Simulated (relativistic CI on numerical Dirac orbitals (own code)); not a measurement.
# Hyperfine structure of Se XXVIII, mass number 77

Method of calculation: Dirac-Coulomb-Breit CI, separate exchange-only KLI orbitals for each configuration, QED by a radiative potential, unscaled Slater integrals (own radial code, finite nucleus).

Configuration list (outside the closed core 1s2): 2s2.2p3, 2s.2p4, 2p5, 2p4.3s, 2p4.3p, 2p4.3d, 2s2.2p2.3s, 2s2.2p2.3p, 2s2.2p2.3d, 2s.2p3.3s, 2s.2p3.3p, 2s.2p3.3d, 2s2.2p2.4s, 2s2.2p2.4p, 2s2.2p2.4d, 2s2.2p2.4f. Levels of other configurations are missing.

Nuclear spin I = 1/2, μ = 0.53356 μN (tables of Stone and Pyykkö). The electronic factors are computed for point nuclear moments, without core polarisation or the Bohr-Weisskopf and QED corrections.

| Level | E (cm⁻¹) | A (GHz) |
| --- | --- | --- |
| 2s2.2p3 2D°_3/2 | 299508 | 26.39 |
| 2s2.2p3 2D°_5/2 | 392929 | 137.3 |
| 2s2.2p3 2P°_1/2 | 515174 | 395.5 |
| 2s2.2p3 2P°_3/2 | 794257 | 77.71 |
| 2s.2p4 4P_5/2 | 1226325 | 309.8 |
| 2s.2p4 4P_3/2 | 1438322 | 124 |
| 2s.2p4 4P_1/2 | 1457212 | 885.4 |
| 2s.2p4 2D_3/2 | 1719219 | 21.75 |

Levels with J = 0, under 50 % of one LS term, or S terms without an open s electron are left out. Small factors come from cancelling terms and can be off by tens of per cent or more.

At this charge energies of transitions that change n are usually good to better than 1 %, and those within a shell (Δn = 0) to a few per cent.

**Question.** Give the hyperfine levels of 2s2.2p3 2D°_5/2 relative to its centre of gravity.

**Answer.** With K = F(F + 1) − I(I + 1) − J(J + 1), E = AK/2: F = 2: -240.3, F = 3: 171.6 GHz.

LS names give the leading component of a level, which can be under half, so a name can repeat, a term be missing and a line seem to break the LS rules.
